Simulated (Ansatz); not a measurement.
AlClH$_{4}$OSi (`O[SiH2][AlH][Cl]`). The species carries charge 0 and has multiplicity 1. All single points use the PBE0-D4/def2-TZVP geometry. It is one conformer, not always the lowest.

```xyz
8

O    -0.206    1.374    1.279
Si    0.061    0.996   -0.310
Al    0.018   -1.449   -0.540
Cl   -0.165   -2.364    1.360
H    -0.199    0.641    1.898
H    -0.985    1.661   -1.137
H     1.369    1.556   -0.761
H     0.107   -2.414   -1.789
```

Question: What is the dipole moment at r2SCAN/def2-TZVPP? (Estimate.)

Answer: Ansatz gave: 1.05 D, with components (0.20, -0.52, -0.89) D in this frame, pointing from negative to positive charge.

Question: And with PBE, B3LYP, ωB97M-V? (An estimate is asked.)

Answer: Ansatz gave: PBE 0.98 D, B3LYP 1.19 D, ωB97M-V 1.20 D.

Question: Give the Mulliken charges with r2SCAN, B3LYP, PBE in def2-TZVPP. (Estimate.)

Answer: Computed: 
```json
{"atom": "O1", "r2SCAN": "-0.42", "B3LYP": "-0.39", "PBE": "-0.35"}
{"atom": "Si2", "r2SCAN": "0.29", "B3LYP": "0.31", "PBE": "0.23"}
{"atom": "Al3", "r2SCAN": "0.53", "B3LYP": "0.46", "PBE": "0.42"}
{"atom": "Cl4", "r2SCAN": "-0.28", "B3LYP": "-0.27", "PBE": "-0.25"}
{"atom": "H5", "r2SCAN": "0.21", "B3LYP": "0.19", "PBE": "0.19"}
{"atom": "H6", "r2SCAN": "-0.09", "B3LYP": "-0.08", "PBE": "-0.07"}
{"atom": "H7", "r2SCAN": "-0.10", "B3LYP": "-0.09", "PBE": "-0.07"}
{"atom": "H8", "r2SCAN": "-0.15", "B3LYP": "-0.12", "PBE": "-0.11"}
```

B3LYP here is the variant with VWN-RPA as its local correlation; programs differ in this.
